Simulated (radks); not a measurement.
Neutral aluminium inside a hard spherical wall (all orbitals vanish at R), configuration held at [Ne] 3s2 3p1 and not refilled when levels cross. All-electron calculation, non-relativistic Kohn-Sham, PBE, spin-polarised, spherical densities, point nucleus; open shells are filled with parallel spins first. Program: a radial shooting solver on a logarithmic mesh with Libxc functionals. Eigenvalues in eV for spin up, with the zero of energy where the potential of the charges vanishes at infinity; a dash marks a level that is unbound or too diffuse for the functional's potential to be trusted. A positive occupied level is held by the wall or, in an anion where self-interaction has pushed it up, behind a barrier. The pressure on the wall is -dE/dV.

R (bohr)  E (hartree)  kinetic (hartree)    e(2s)    e(2p)   e(3s)   e(3p)  e(4s, empty)  e(4p, empty)  pressure (GPa)
free       -242.23204            241.839  -107.66  -69.633  -8.024  -3.018             -             -               0
15         -242.23203            241.839  -107.66  -69.631  -8.023  -3.017        -0.295         0.601        < 0.0001
12         -242.23192            241.840  -107.64  -69.613  -8.010  -3.003         0.048         1.305         0.00189
10         -242.23125            241.845  -107.57  -69.546  -7.965  -2.949         0.725         2.466          0.0172
8          -242.22685            241.873  -107.29  -69.265  -7.787  -2.709         2.558         5.181           0.183
7          -242.21813            241.921  -106.89  -68.864  -7.534  -2.352         4.602         7.909           0.671
6          -242.19275            242.047  -106.02  -67.997  -6.966  -1.545         8.459        12.677            2.73
5          -242.11395            242.382  -104.15  -66.122  -5.588   0.361        16.303        21.717            12.5
4          -241.85081            243.296  -100.21  -62.178  -1.919   5.170        33.933        40.787            67.8
2.5        -239.39561            249.801  -84.564  -46.442  25.384  36.582        133.92        139.87            1620
2          -235.75550            258.593  -71.673  -33.052  62.514  74.760        244.32        242.66            6820
